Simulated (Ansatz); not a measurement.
Consider the redistribution: `C[Si@H](O)[Si@H](O)F` + `CB(F)CCl` → `O[Si@H](Cl)[Si@@H](O)F` + `CCB(C)F`.

Isolated molecules relaxed with PBE0-D4/def2-TZVP in Ansatz; ΔE leaves out vibrations. CCSD(T)/CBS adds triple-zeta CCSD(T) − MP2 to the extrapolated MP2 energy (def2 sets, frozen cores). Functionals use def2-TZVPP. B3LYP here is the variant with VWN-RPA as its local correlation; programs differ in this. One conformer a species, not always the lowest.

`C[Si@H](O)[Si@H](O)F`:

Z-matrix (Å, degrees):
```
C
Si 1 1.859
H 1 1.093 2 110.6
H 1 1.093 2 110.1 3 119.4
H 1 1.092 2 111.0 3 -120.4
O 2 1.654 1 108.6 3 -176.2
Si 2 2.353 1 114.0 3 66.1
H 2 1.494 1 109.4 3 -55.0
H 6 0.960 2 115.6 1 -149.2
O 7 1.647 2 102.0 1 141.9
F 7 1.607 2 111.7 1 24.9
H 7 1.490 2 118.8 1 -96.8
H 10 0.959 7 119.4 2 172.0
```

`CB(F)CCl`:

Z-matrix (Å, degrees):
```
C
B 1 1.556
H 1 1.091 2 112.7
H 1 1.098 2 108.0 3 -117.7
H 1 1.091 2 112.6 3 124.6
F 2 1.331 1 119.4 3 -153.2
C 2 1.579 1 124.0 3 26.7
Cl 7 1.800 2 101.7 1 -83.4
H 7 1.089 2 115.1 1 31.7
H 7 1.089 2 114.8 1 161.2
```

`O[Si@H](Cl)[Si@@H](O)F`:

Cartesian coordinates in Å:
```
O 1.987 -0.094 0.628
Si 1.067 0.146 -0.702
F 1.407 -0.922 -1.843
Si -1.187 -0.165 -0.100
O -1.864 1.143 0.618
Cl -1.063 -1.751 1.238
H 1.748 -0.834 1.192
H 1.438 1.483 -1.217
H -2.127 -0.559 -1.169
H -1.406 1.553 1.354
```

`CCB(C)F`:

Cartesian coordinates in Å:
```
C 1.152 1.218 -1.082
C 0.774 0.025 -0.215
B -0.723 -0.082 0.229
C -1.311 -1.219 1.127
F -1.576 0.863 -0.183
H 2.213 1.210 -1.343
H 0.580 1.228 -2.012
H 0.944 2.161 -0.571
H 1.384 -0.004 0.700
H 1.027 -0.920 -0.716
H -2.138 -1.718 0.610
H -1.747 -0.788 2.036
H -0.580 -1.973 1.421
```

(1) Is it downhill or uphill in electronic energy at CCSD(T)/CBS, and by how much? (Best estimate.)

(2) What do these levels give: r2SCAN-D4, PBE0-D4, B3LYP-D4, B2PLYP, PBE, PBE0, MP2/def2-TZVPP, SCS-MP2/def2-TZVPP, HF/def2-QZVPP, SCS-MP2/def2-QZVPP, HF/CBS(def2), CCSD/CBS(def2)? (Best estimate.)

Largest T1 diagnostic among the species: 0.012.

## Answers

(1) Computed: Downhill: ΔE = -1.32 eV.

(2) Ansatz gave: r2SCAN-D4 -1.33, PBE0-D4 -1.31, B3LYP-D4 -1.29, B2PLYP -1.31, PBE -1.27, PBE0 -1.31, MP2/def2-TZVPP -1.34, SCS-MP2/def2-TZVPP -1.32, HF/def2-QZVPP -1.38, SCS-MP2/def2-QZVPP -1.34, HF/CBS(def2) -1.38, CCSD/CBS(def2) -1.34 eV.

In def2-TZVPP, CCSD(T) changes the Hartree–Fock value by +0.08 eV (the triples alone add +0.02 eV) and MP2 by +0.03 eV. From PBE to PBE0 (25 % exact exchange), in def2-TZVPP and without D4, ΔE moves by −0.04 eV.
